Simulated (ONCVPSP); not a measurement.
## PBE ONCV dataset for Pr, scalar-relativistic all-electron reference.

praseodymium (Pr), optimised norm-conserving Vanderbilt (ONCV), made with ONCVPSP 4.0.1 (PBE, scalar-relativistic). Core [Kr] 4d10, reference 4f3 5s2 5p6 6s1.5 6p0.5. Waves: 5s+6s: rc 2.25 bohr, ncon 3, nbas 7, qcut 5 1/bohr, 2 projectors; 5p+6p: rc 3.05 bohr, ncon 3, nbas 6, qcut 4.8 1/bohr, 2 projectors; d scattering state at 0.05 Ha: rc 2.95 bohr, ncon 4, nbas 8, qcut 3.6 1/bohr, 1 projector; 4f: rc 1.75 bohr, ncon 4, nbas 8, qcut 9 1/bohr, 2 projectors, debl 2.7 Ha. Local part: polynomial inside 1.45 bohr (lpopt 3, dvloc0 4 Ha). Core correction: polynomial model core, fcfact 0.45.

All-electron outer shells of the reference configuration (PBE, scalar-relativistic, ld1.x):

| shell | level (eV) | outermost node (bohr) | outermost maximum (bohr) |
| --- | --- | --- | --- |
| 4d | -111.08 | 0.30 | 0.64 |
| 5s | -39.63 | 0.74 | 1.35 |
| 5p | -22.07 | 0.79 | 1.53 |
| 6s | -3.80 | 1.81 | 3.85 |
| 4f | -1.83 | – | 0.69 |
| 6p | -1.52 | 2.17 | 5.07 |

Results:

| Property | Result |
| --- | --- |
| Cutoffs needed | 37 Ha and 63 Ha (the cutoffs (Ha) at which the residual kinetic energy of the hardest occupied pseudo-wave falls to 1 and 0.1 mHa per electron) |
| Ghost test | no bound ghost flagged; GHOST(+) flagged for s at 128.7 eV |
| Configuration tests | tests left out (the all-electron energies of this program are off by 10 to 40 meV for near-neutral 4f atoms) |
| rms error of d²Exc/dni dnj | 7.04 mHa without and 2.28 mHa with the model core |

Generation and tests took about 7.5 s on one core of a shared server CPU.
